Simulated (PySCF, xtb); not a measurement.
C4H8OSi, SMILES O1CC/C1=C\[SiH3].

GFN2-xTB in xtb at its own geometry gives an orbital gap of 4.35 eV and a dipole moment of 1.96 D.

Geometry: ωB97X-D3(BJ)/def2-SVP. The structure was generated by enumeration; whether it is a known compound was not checked.

**Question.** What does r2SCAN/def2-TZVP run with PySCF give? (The exact figures need the calculation; the answer reports its results.)

**Answer.** gap 5.10 eV (levels -5.69 and -0.59 eV), dipole 2.44 D.
